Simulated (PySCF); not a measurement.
## Ag: excitation energy

Ag [Kr] 4d10 5s1 (2S) → Ag [Kr] 4d9 5s1 6s1 (4D), as a difference of total energies. Calculation: PySCF 2.14, in aug-cc-pwCVDZ-PP with ECP28MDF (6s6p5d3f, 70 functions); a scalar-relativistic core potential. Correlated levels: valence and next inner shell: nothing frozen outside the core potential. The calculations carry no spin-orbit coupling.

```json
{"method": "UHF", "excitation energy (cm⁻¹)": "67353"}
{"method": "MP2 (valence and next inner shell)", "excitation energy (cm⁻¹)": "81066"}
{"method": "SCS-MP2 (valence and next inner shell)", "excitation energy (cm⁻¹)": "79788"}
{"method": "CCSD (valence and next inner shell)", "excitation energy (cm⁻¹)": "77317"}
{"method": "CCSD(T) (valence and next inner shell)", "excitation energy (cm⁻¹)": "78305"}
```

The upper state lies above the first ionisation limit, but in LS coupling its spin forbids autoionisation to the ground ion. A Rydberg-like electron needs more diffuse functions than a valence basis has.

The promoted electron is Rydberg-like, and one or two diffuse shells describe it only roughly, which tends to raise the upper state.
